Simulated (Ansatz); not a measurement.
Reaction (cleavage of the Si–Sn bond): `C[CH2][SnH2][SiH3]` + `[OH][Sn][OH]` → `[OH][Sn][O][SiH3]` + `C[CH2][SnH3]`

Isolated molecules relaxed with PBE0-D4/def2-TZVP in Ansatz; ΔE leaves out vibrations. CCSD(T)/CBS adds triple-zeta CCSD(T) − MP2 to the extrapolated MP2 energy (def2 sets, frozen cores). DFT in def2-TZVPP. B3LYP here is the variant with VWN-RPA as its local correlation; programs differ in this. def2 core potentials past Kr. For Sn outer-core shells are correlated without core-valence functions, which leaves a few kJ/mol of doubt a bond. One conformer a species, not always the lowest.

```csv
level,ΔE (kJ/mol),difference from CCSD(T)/CBS
PBE-D4,-55.9,18.0
PBE0-D4,-63.4,10.5
B3LYP-D4,-78.7,-4.8
ωB97X-V,-78.1,-4.2
ωB97M-V,-79.2,-5.3
r2SCAN,-71.8,2.1
B3LYP,-77.9,-4.0
HF/def2-TZVPP,-104.1,-30.2
MP2/def2-TZVPP,-80.9,-7.0
SCS-MP2/def2-TZVPP,-87.3,-13.4
CCSD(T)/def2-TZVPP,-79.4,-5.5
HF/def2-QZVPP,-105.9,-32.0
MP2/def2-QZVPP,-78.4,-4.5
SCS-MP2/def2-QZVPP,-84.9,-11.0
MP2/CBS(def2),-75.4,-1.5
CCSD/CBS(def2),-77.0,-3.1
CCSD(T)/CBS,-73.9,0
```

Largest T1 diagnostic among the species: 0.018.

From PBE to PBE0 (25 % exact exchange), in def2-TZVPP and without D4, ΔE moves by −7.8 kJ/mol. In def2-TZVPP, CCSD(T) changes the Hartree–Fock value by +24.8 kJ/mol (the triples alone add +3.1 kJ/mol) and MP2 by +23.2 kJ/mol.
